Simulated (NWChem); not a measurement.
H2SeS; SMILES S[SeH]

```xyz
4

Se     0.0356     0.7216     0.0118
H     -1.4281     0.9192    -0.0370
S      0.0097    -1.4850     0.0571
H      0.0636    -1.6931    -1.2798
```
Atoms are numbered in this order, from 1.

Results from NWChem. Coordinates come from a PBE0/def2-SVP optimisation. Ions are spin-unrestricted doublets at the neutral geometry; other ion states weren't tried.

Task: Predict the results for PBE0/def2-SVP. Quantities: −ε(HOMO) (eV).

Result: 
- −ε(HOMO) (eV): 7.07
